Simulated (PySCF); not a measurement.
sulfur trioxide (O3S), SMILES O=S(=O)=O. The structure is a stationary point at B3LYP-D3(BJ)/def2-TZVP.

Method: B3LYP-D3(BJ)/def2-TZVP in PySCF.

Harmonic wavenumbers (cm⁻¹): 493, 524, 524, 1073, 1400, 1400. Rotational constants (GHz): 10.35, 10.35, 5.173; symmetry number 6.

Q: Work out the zero-point energy and the ideal-gas rigid-rotor harmonic-oscillator thermochemistry at 298.15 K and 1 atm.

A: ZPE = ½ Σ hcν = ½ × 5414 cm⁻¹ = 32.38 kJ/mol. H − E(el) = 44.10 kJ/mol. Entropy in J/(mol K): translation 163.41, rotation 85.00, vibration 8.29, total 256.70. G − E(el) = -32.44 kJ/mol. Cp = 50.72 J/(mol K).
